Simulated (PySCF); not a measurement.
NMR data simulated for an unnamed compound:

¹H NMR (400 MHz, computed): δ 7.34 (d, 1H), 6.97 (d, 1H), 4.58 (s, 2H), 3.34 (s, 1H).

¹³C{¹H} NMR (computed): δ 162.3 (CH), 152.3 (C), 151.3 (CH), 125.6 (C), 96.5 (CH), 87.5 (C).

[PySCF 2.14: GFN2-xTB geometry; shielding tensors at PBE0/pcSseg-1 (GIAO); one averaged value for each set of equivalent atoms; non-relativistic Hamiltonian; single conformer; gas phase]

Referencing at the same level of theory: ¹H, ¹³C vs TMS.

Q: Which of these does the molecule contain: a vinyl group CH=CH2, a non-aromatic C=C double bond, a C≡C triple bond, a Si–H bond, a methoxy group, an aldehyde?

A: 
- A vinyl group CH=CH2: no.
- A non-aromatic C=C double bond: yes.
- A C≡C triple bond: yes (δC 96.5, 87.5; δH 3.34 (s)).
- A Si–H bond: yes (δH 4.58 (s)).
- A methoxy group: no.
- An aldehyde: no.

The data belong to `C#CC1=CC=C(Cl)[SiH2]1`, C$_{6}$H$_{5}$ClSi; they needn't prove each group on their own.

Carbon signals by region: 1 in the far downfield region (above 160 ppm), 3 in the sp2 and nitrile region (100–160 ppm), 2 at 50–100 ppm. Above 160 ppm: 162.3, alkene CH.

Carbons that carry Cl, above all several Cl atoms, come out too deshielded, partly because spin–orbit coupling is missing. Shifts are as computed. Against solution values, carbons near 30 ppm lie about +3 ppm off and those near 130 ppm about +5 ppm; carbons on Cl a further +6 ppm. Of 1211 compounds with measured shifts, 218 miss one by over three times the rms of a fit or turn the order of signals round; such compounds aren't used in these exercises. No couplings were computed; multiplicities are counted from neighbouring protons, with m where these are inequivalent, close in shift, in a saturated or five-membered ring or joined by F or P, and br s for small geminal =CH2 splittings.
